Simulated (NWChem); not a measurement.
Species: C3H6O2; SMILES C1COCO1

```xyz
11

C      0.7379     0.1947    -0.9457
C     -0.7379    -0.1947    -0.9457
O     -1.1385     0.1540     0.3770
C      0.0000     0.0000     1.2073
O      1.1385    -0.1540     0.3770
H      0.8661     1.2723    -1.1297
H      1.3543    -0.3699    -1.6503
H     -0.8661    -1.2723    -1.1297
H     -1.3543     0.3699    -1.6503
H      0.0780     0.8968     1.8392
H     -0.0780    -0.8968     1.8392
```
Atoms are numbered in this order, from 1.

The geometry was optimised at B3LYP/6-31G* (spherical d).

**Question.** Give the principal values of the shielding tensors (ppm) of C1, O3, C4 from B3LYP/6-31G* (spherical d), GIAO (NWChem), with their diamagnetic and paramagnetic parts as GIAO splits them.

**Answer.** 
```csv
atom,σ11,σ22,σ33,isotropic,diamagnetic,paramagnetic
C1,94.8,117.5,165.4,125.9,246.5,-120.6
O3,172.2,279.1,350.5,267.3,391.2,-123.9
C4,63.4,96.5,129.3,96.4,245.5,-149.1
```
